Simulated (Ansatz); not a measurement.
CH₄FGaSi (`F[SiH]1[CH2][GaH]1`) at its PBE0-D4/def2-TZVP geometry, where that method's forces vanish. The species carries charge 0 and has multiplicity 1.

```
atom    x (Å)    y (Å)    z (Å)
  F1  -1.0533  -1.6473   1.5831
 Si2  -0.5584  -0.9624   0.2216
  C3  -0.3257   0.8535   0.0466
 Ga4   1.4327  -0.0750  -0.5089
  H5  -1.3766  -1.5211  -0.8838
  H6   0.1171   1.3394   0.9309
  H7  -1.0441   1.5297  -0.4141
  H8   2.8083   0.4832  -0.9754
```

**Question.** For each bond, give half the difference of the two atoms' forces along it (eV/Å; positive pushes the atoms apart) under PBE-D4, r2SCAN-D4, B3LYP-D4, ωB97M-V in def2-TZVPP. (Estimate.)

**Answer.** Computed: 
```json
{"bond": "F1–Si2", "length (Å)": "1.602", "PBE-D4": "0.50", "r2SCAN-D4": "0.07", "B3LYP-D4": "0.17", "ωB97M-V": "0.18"}
{"bond": "Si2–C3", "length (Å)": "1.839", "PBE-D4": "-0.03", "r2SCAN-D4": "-0.02", "B3LYP-D4": "0.09", "ωB97M-V": "-0.05"}
{"bond": "Si2–Ga4", "length (Å)": "2.299", "PBE-D4": "-0.07", "r2SCAN-D4": "-0.01", "B3LYP-D4": "0.13", "ωB97M-V": "-0.04"}
{"bond": "Si2–H5", "length (Å)": "1.484", "PBE-D4": "0.02", "r2SCAN-D4": "-0.03", "B3LYP-D4": "-0.15", "ωB97M-V": "-0.16"}
{"bond": "C3–Ga4", "length (Å)": "2.065", "PBE-D4": "0.15", "r2SCAN-D4": "0.03", "B3LYP-D4": "0.26", "ωB97M-V": "0.04"}
{"bond": "C3–H6", "length (Å)": "1.102", "PBE-D4": "0.12", "r2SCAN-D4": "0.00", "B3LYP-D4": "-0.09", "ωB97M-V": "-0.04"}
{"bond": "C3–H7", "length (Å)": "1.089", "PBE-D4": "0.07", "r2SCAN-D4": "0.00", "B3LYP-D4": "-0.11", "ωB97M-V": "-0.07"}
{"bond": "Ga4–H8", "length (Å)": "1.556", "PBE-D4": "0.00", "r2SCAN-D4": "-0.07", "B3LYP-D4": "-0.12", "ωB97M-V": "-0.11"}
```

B3LYP here is the variant with VWN-RPA as its local correlation; programs differ in this.
